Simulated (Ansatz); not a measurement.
Q: Predict a relaxed structure of GeBr2, charge 0, singlet, at PBE0-D4/def2-TZVP (Ansatz).

A: 
```xyz
3

Ge    0.692    0.574   -0.420
Br   -1.215    1.186    0.793
Br    0.522   -1.760   -0.372
```
Point group C2v (tolerance 0.1 Å). This is one stationary point.
